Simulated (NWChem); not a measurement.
System meant: CH₂F₄Si; SMILES C(F)([SiH2]F)(F)F

The following NWChem deck was run.

```
start job
memory heap 200 mb stack 900 mb global 1100 mb
geometry units angstroms noautosym nocenter noautoz
  Si    -0.597297    -1.092307    -0.003988
  F      0.664519    -2.091746     0.007088
  C      0.064038     0.710891    -0.000178
  F      0.823611     0.993221    -1.083737
  F      0.803428     0.996020     1.096540
  F     -0.989457     1.570683    -0.011008
  H     -1.382271    -1.280109    -1.243836
  H     -1.402241    -1.277986     1.223302
end
basis spherical
  * library def2-svp
end
dft
  xc m06-l
  iterations 150
end
property
  shielding 6 1 2 3 4 6 7
end
task dft property
```

End of the output:

```
 Vector   32  Occ=0.000000D+00  E= 3.422134D-02
              MO Center= -3.6D-01, -3.9D-01, -2.4D-03, r^2= 3.2D+00
   Bfn.  Coefficient  Atom+Function         Bfn.  Coefficient  Atom+Function
  ----- ------------  ---------------      ----- ------------  ---------------
    13      0.899964  1 Si pz                90      0.726610  7 H  s
    95     -0.723480  8 H  s                 41      0.422236  3 C  pz
    38      0.324906  3 C  pz                10      0.295358  1 Si pz
    49      0.248262  4 F  s                 63     -0.248624  5 F  s
    15      0.163618  1 Si d -1              89      0.157376  7 H  s

 center of mass
 --------------
 x =   0.09593011 y =   0.05263369 z =   0.00055033

 moments of inertia (a.u.)
 ------------------
         922.989666415961          10.597269511605          -0.517909991783
          10.597269511605         407.107578458193           0.577647129826
          -0.517909991783           0.577647129826         985.645721948092

     Multipole analysis of the density
     ---------------------------------

     L   x y z        total         alpha         beta         nuclear
     -   - - -        -----         -----         ----         -------
     0   0 0 0     -0.000000    -29.000000    -29.000000     58.000000

     1   1 0 0     -0.616893     -1.212177     -1.212177      1.807461
     1   0 1 0     -0.415682      0.143123      0.143123     -0.701929
     1   0 0 1     -0.004618     -0.004684     -0.004684      0.004749

     2   2 0 0    -29.265891    -74.620096    -74.620096    119.974300
     2   1 1 0      1.880526     -0.909296     -0.909296      3.699117
     2   1 0 1     -0.001410     -0.131712     -0.131712      0.262015
     2   0 2 0    -30.831588   -198.248786   -198.248786    365.665985
     2   0 1 1      0.016524      0.111590      0.111590     -0.206655
     2   0 0 2    -29.291531    -58.279411    -58.279411     87.267292

          -----------------------------------------
          Chemical Shielding Tensors (GIAO, in ppm)
          -----------------------------------------

 ------------------------------------------------------------------------
  xm06: d2 not coded                    0
 ------------------------------------------------------------------------
 ------------------------------------------------------------------------
  current input line :
    23: task dft property
 ------------------------------------------------------------------------
 ------------------------------------------------------------------------
 This error has not yet been assigned to a category
 ------------------------------------------------------------------------
 For more information see the NWChem manual at https://nwchemgit.github.io

0: xm06: d2 not coded:Received an Error in Communication
```

**Question.** Can this run be used? If not, why, and what is the fix?

**Answer.** The program stopped with an error. Cause: this functional's second derivatives, which shieldings need, aren't coded here; the fix takes a hybrid GGA instead. This input runs:
```
start job
memory heap 200 mb stack 900 mb global 1100 mb
geometry units angstroms noautosym nocenter noautoz
  Si    -0.597297    -1.092307    -0.003988
  F      0.664519    -2.091746     0.007088
  C      0.064038     0.710891    -0.000178
  F      0.823611     0.993221    -1.083737
  F      0.803428     0.996020     1.096540
  F     -0.989457     1.570683    -0.011008
  H     -1.382271    -1.280109    -1.243836
  H     -1.402241    -1.277986     1.223302
end
basis spherical
  * library def2-svp
end
dft
  xc pbe0
  iterations 150
end
property
  shielding 6 1 2 3 4 6 7
end
task dft property
```
It converges to -727.24867 Ha (PBE0/def2-SVP, GIAO).
